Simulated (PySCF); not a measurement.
## EPR parameters of C2H5O2Si

C2H5O2Si (doublet state).
Z-matrix (Å and degrees, GFN2-xTB geometry), rows numbered from 1:
```
C 
O   1  1.4188
C   2  1.3581  1  117.12
O   3  1.2154  2  123.93  1    -0.62
Si  3  1.8529  2  109.39  1   179.34
H   1  1.0883  2  107.10  3   151.01
H   1  1.0921  2  109.90  3    30.61
H   1  1.0927  2  109.89  3   -89.46
H   5  1.4455  3  117.93  2     2.74
H   5  1.4455  3  118.67  2   176.88
```

The hyperfine couplings belong to this conformer and change with its torsions.

Identity: `COC(=O)[SiH2]` [radical].

Method used: PySCF 2.14.0, UKS B3LYP, pcH-1 on C H O Si, non-relativistic, mean-field spin-orbit, GIAO. One conformer (not necessarily the lowest) at the GFN2-xTB geometry, without solvent, vibrations or thermal averaging. GFN2-xTB frequencies show an imaginary mode (28i cm⁻¹), so this geometry is no minimum at that level. The geometry wasn't refined by DFT: couplings that depend on bond lengths, twists or pyramidal angles can differ widely from those at the functional's own minimum, by a factor of two or more for some ions and for spin on atoms past the first row. The SCF solution wasn't tested for stability.

- g1, g2, g3: 2.00213, 2.00330, 2.00594
- g_iso: 2.00379
- Form of g: rhombic: the two nearest values differ by 31 % of g3 − g1
- ⟨S²⟩: 0.7547 (exact 0.7500)
- α and β electrons: 24, 23
- Total energy: -519.12929 Eh
- Basis functions: 185

Hyperfine couplings atom by atom, in MHz; T1 to T3 are the principal values of the dipolar part; ρ(0) is the spin density at the nucleus:

```tsv
atom	isotope	a_iso	of which spin–orbit	T1	T2	T3	Mulliken spin population	ρ(0) (bohr⁻³)
C1	13C	-1.5	0.0	-0.3	-0.1	0.4	0.00	-0.0014
O2	17O	1.1	0.0	-10.0	4.5	5.5	0.02	-0.0018
C3	13C	-30.9	0.0	-1.9	0.4	1.5	-0.03	-0.0275
O4	17O	-6.4	0.0	-29.9	14.0	15.8	0.08	0.0106
Si5	29Si	-147.9	1.3	-191.3	95.4	96.0	1.02	0.1678
H6	1H	1.2	0.0	-0.9	-0.8	1.7	0.00	0.0003
H7	1H	1.7	0.0	-1.2	-0.9	2.1	0.00	0.0004
H8	1H	6.9	0.0	-0.9	-0.9	1.8	0.00	0.0015
H9	1H	-48.3	0.0	-12.5	4.2	8.3	-0.04	-0.0108
H10	1H	-49.8	0.0	-12.4	4.2	8.2	-0.05	-0.0111
```

Largest spin populations (Mulliken): Si5 (+1.02) and O4 (+0.08). No atom but Si5 exceeds +0.15. The angles at Si5 add up to 359.7°, so it is planar; its axial dipolar tensor and the negative couplings of its protons fit spin in a p orbital normal to that plane.

Axes: g3 points within 5° of the C3–Si5 bond.

Under fast tumbling the dipolar parts average out, and these isotropic splittings remain: 2 × 1H (H9/H10, I = 1/2, 3 lines) with 1.75 mT and 3 × 1H (H6/H7/H8, I = 1/2, 4 lines) with 0.12 mT.

Means are taken over nuclei equivalent by connectivity, which assumes that they swap fast. The three 1H nuclei of mean +3.3 MHz run from 1.2 to 6.9 MHz in the frozen geometry.

The 13C coupling of C3 (-30.9 MHz) shows only in satellite lines or after enrichment, since that isotope makes up about 1.07 % of natural carbon.

The 29Si coupling of Si5 (-147.9 MHz) shows only in satellite lines or after enrichment, since that isotope makes up about 4.7 % of natural silicon.

Time: 26 s wall (with the writing of density and orbital grids); peak memory 0.70 GiB. Hardware: an Arm Neoverse V2 with one thread, no GPU, on a shared host.
